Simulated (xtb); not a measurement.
H₆NSi₂, SMILES [SiH2]N[SiH3] (connectivity only; charge and spin as stated), charge +1, multiplicity 1. All values are semi-empirical tight-binding results from xtb (GFN2-xTB unless named), good for trends rather than for accurate numbers. Coordinates come from a GFN2-xTB optimisation. The spin state was assumed, not searched. The isomer is the one that the SMILES or the coordinates give; other isomers of the formula were not compared.

Optimised geometry:

```xyz
9

Si     1.5805    -0.2386    -0.3596
N      0.2114     0.2948     0.4243
Si    -1.6048     0.0854     0.1374
H      1.3769    -1.0419    -1.5468
H      2.8824     0.1173     0.1677
H      0.3577     0.8587     1.2568
H     -2.0371    -0.6501     1.3197
H     -1.6424    -0.6650    -1.1122
H     -2.0771     1.4621     0.0562
```
Charge +1, spin multiplicity 1.

```json
{
 "orbital_gap": "3.28 eV",
 "zero_point_energy": "34.2 kcal/mol",
 "G − E(el) at 298.15 K (modified RRHO)": "15.9 kcal/mol",
 "static polarisability (D4 model)": "70.7 bohr³",
 "solvation energy, GFN2-xTB/ALPB(water)": "-44.4 kcal/mol",
 "solvation energy, GFN2-xTB/ALPB(ch2cl2)": "-41.2 kcal/mol"
}
```

**Question.** Give the atomic charges and the Wiberg bond orders between heavy atoms. (An estimate is asked for; the answer gives what the named calculation found.)

**Answer.** charges (e) Si1 0.57, N2 -0.36, Si3 0.52, H4 0.05, H5 0.06, H6 0.22, H7 -0.01, H8 -0.03, H9 -0.01. Bond orders Si1–N2 1.60, N2–Si3 0.71.
